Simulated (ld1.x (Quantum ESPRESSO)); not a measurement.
What one change does to a pseudopotential (cobalt, PAW)

```json
{"Element": "Co", "Generator": "ld1.x (Quantum ESPRESSO) 7.5", "Type": "PAW", "Functional": "PBE", "Relativity": "scalar-relativistic", "Frozen core": "[Ar]", "Valence charge": "9", "Reference configuration": "3d7 4s1.75 4p0.25", "Partial waves": "4s (bound): rcut 2.00, rcutus 2.35 bohr; 4s channel at -0.05 Ry: rcut 2.00, rcutus 2.35 bohr; 4p (bound): rcut 1.95, rcutus 2.35 bohr; 4p channel at 4.4 Ry: rcut 1.95, rcutus 2.35 bohr; 3d (bound): rcut 1.40, rcutus 1.65 bohr; 3d channel at -0.05 Ry: rcut 1.40, rcutus 1.65 bohr", "Local potential": "all-electron potential smoothed inside 1.35 bohr (lloc = -1)", "Core correction": "Bessel-smoothed model core, default radius (core density twice the valence density)", "Augmentation charge": "BESSEL, radius 1.15 bohr"}
```

All-electron outer shells of the reference configuration (PBE, scalar-relativistic, ld1.x):

```tsv
shell	level (eV)	outermost node (bohr)	outermost maximum (bohr)
3s	-102.91	0.31	0.66
3p	-66.14	0.28	0.68
3d	-8.69	–	0.66
4s	-5.79	0.96	2.32
4p	-1.52	1.05	3.21
```

Change: core correction a·sin(br)/r model core, default radius (ld1.x builds one for every PAW set, though the input has nlcc=.false.).

Cutoffs: the cutoffs (Ry, on a coarse ladder) from which the occupation-weighted sum of valence levels, in a spherical-Bessel basis at the reference potential, stays within 10 and 1 mRy of its value at 400 Ry; they do not see the model core or the augmentation charge, which bear on the density cutoff. Errors are all-electron minus pseudo energies relative to the spin-unpolarised reference configuration.

Question: How do hardness, ghosts and transferability respond?

Answer: The potential gets neither clearly harder nor softer (40 Ry and 70 Ry → 40 Ry and 70 Ry); both files keep a bound ghost (s); of the 7 tests that both files solve, the error grows in 2 and shrinks in 1 by more than 15 % and 0.3 meV (median size 2.3 → 2.7 meV). The default core radius of the base comes out at 0.44 bohr. A model core, the more so a compact one, raises the density cutoff, which this test does not measure.

| quantity | base | changed |
| --- | --- | --- |
| cutoff, loose | 40 Ry | 40 Ry |
| cutoff, tight | 70 Ry | 70 Ry |
| bound ghosts | s | s |
| error for 3d7 4s2 4p0, meV [ΔE -1.06 eV] | 0.0 | -0.1 |
| error for 3d7 4s1 4p0, meV [ΔE 7.97 eV] | -2.3 | +1.3 |
| error for 3d7 4s0 4p0, meV [ΔE 24.76 eV] | -5.6 | +34 |
| error for 3d5 4s0 4p0, meV [ΔE 115.98 eV] | -1510 | -1677 |
| error for 3d7 4s1 4p1, meV [ΔE 3.29 eV] | -0.7 | +0.4 |
| error for 3d7 4s0 4p2, meV [ΔE 7.92 eV] | -1.1 | +2.7 |
| error for 3d7.5 4s1.5 4p0, meV [ΔE -2.02 eV] | -25 | -26 |
| s: phases at 2.55 bohr within 0.05 rad from the reference energy up to (Ry; the scan ends near 5) | 4.6 | 4.6 |
| p: phases at 2.55 bohr within 0.05 rad from the reference energy up to (Ry; the scan ends near 5) | to the end of the scan | to the end of the scan |
| d: phases at 2.55 bohr within 0.05 rad from the reference energy up to (Ry; the scan ends near 5) | to the end of the scan | to the end of the scan |
| lowest overlap eigenvalue by channel | s 0.27, p 0.71, d 1.00 | s 0.27, p 0.71, d 1.00 |

 A true bound ghost makes a file unfit for plane-wave use even where its test errors are small: the radial tests pick states by their node count and pass the ghost by.
